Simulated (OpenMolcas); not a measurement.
Computed levels of Cl2+

| Quantity | Value |
| --- | --- |
| Program | OpenMolcas |
| Method | RASSCF |
| Basis | ANO-RCC-VQZP [6s5p3d2f1g] |
| Scalar Hamiltonian | DKH2, point nucleus |
| Active space | 5 electrons in 9 orbitals (RAS2 3s 3p; RAS3 3d, at most 2 electrons) |
| State averaging | 2S+1 = 4 odd, 1 root; 2S+1 = 2 odd, 11 roots; 2S+1 = 4 even, 3 roots; 2S+1 = 2 even, 9 roots |
| Spin-orbit coupling | state interaction with AMFI integrals over the reference wave functions, term energies averaged over their components |

Spin-free terms above the lowest, with the occupations of the reference:

```csv
Configuration,Term,E (cm-1),Occupations
3s2 3p3,4S*,0.0,3s 1.96 3p 2.99 3d 0.06
3s2 3p3,2D*,22128,3s 1.96 3p 2.98 3d 0.07
3s2 3p3,2P*,34254,3s 1.93 3p 3.01 3d 0.07
3s 3p4,4P,99292,3s 1.10 3p 3.73 3d 0.17
3s 3p4,2D,127856,3s 1.24 3p 3.45 3d 0.31
```

With spin-orbit coupling, above the lowest level:

```csv
Configuration,Term,J,E (cm-1),Measured (cm-1),g,Term weight %
3s2 3p3,4S*,3/2,0.0,0.0,2.002,100
3s2 3p3,2D*,3/2,22093,18053,0.802,100
3s2 3p3,2D*,5/2,22142,18120,1.200,100
3s2 3p3,2P*,1/2,34280,29812,0.666,100
3s2 3p3,2P*,3/2,34325,29907,1.332,100
3s 3p4,4P,5/2,98973,98520,1.601,100
3s 3p4,4P,3/2,99521,99130,1.735,100
3s 3p4,4P,1/2,99839,99475,2.670,100
3s 3p4,2D,3/2,127862,,0.800,100
3s 3p4,2D,5/2,127879,,1.201,100
```

Against the 7 measured excited levels shown (Moore, Atomic Energy Levels, vol. I, NSRDS-NBS 35 (1971 reprint of NBS Circular 467, 1949)) the mean absolute deviation is 2600 cm-1; the largest miss in energy is 3s2 3p3 2P* 1/2: computed 34280, measured 29812 cm-1 (+15.0 %), and the largest in proportion 3s2 3p3 2D* 3/2 (+22.4 %).

Spin-orbit coupling puts the lowest level 14.0 cm-1 below the lowest spin-free term.

The run also gave levels led by 3s2 3p2 3d, which use shells meant for correlation; these and all levels above them are left out. Some terms mix strongly with configurations of 3d, whose occupation reaches 0.31 (3s 3p4 4P, 3s 3p4 2D). Computed and measured levels are paired by configuration, term and J; levels that our copy of the source lacks, or whose pairing is in doubt (as where it misses far off the trend of its configuration), stay unpaired and out of the deviations. Levels of configurations outside the active space are missing. The first state left out of the spin-orbit step lies near 170000 cm-1 above the lowest spin-free state of the reference (among the parities and spins computed), and the list stops at four fifths of that energy or lower.

The term weight is that of the spin-free term in the level, not the purity of its configuration. * marks odd parity.
